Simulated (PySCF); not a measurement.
**Vibration and rotation of TlAs⁺**

UHF-CCSD(T) constants of TlAs⁺, ⁴Σ⁻ (quartet), unpaired electrons σ ↑, π ↑↑ (basis Tl cc-pVDZ-PP with ECP60, As cc-pVDZ-PP with ECP10; scalar-relativistic core potentials; PySCF 2.14; masses 204.9744 and 74.9216 u):

```
ωe   : 55.6 cm⁻¹
ωexe : 0.448 cm⁻¹
Be   : 0.02676 cm⁻¹
αe   : 0.000241 cm⁻¹
```

Problem. What force constant and bond length do these constants imply?

Solution. Reduced mass μred = 54.867 u; k = 5.8918×10⁻⁷·μred·ωe² (u, cm⁻¹, mdyn/Å) = 0.0999 mdyn/Å; Re = √(16.8576/(μred·Be)) (u, cm⁻¹, Å) = 3.388 Å.

Problem. Estimate the centrifugal constant D from the Kratzer relation and find the Dunham coefficient a1.

Solution. D = 4Be³/ωe² = 2.48e-08 cm⁻¹; a1 = −1 − αeωe/(6Be²) = -4.12.

Correlated steps freeze 8 core orbitals. Spin–orbit coupling is left out, which matters for elements this heavy, above all for dissociation energies. The state was picked by a PBE0 search and need not be the measured ground state.
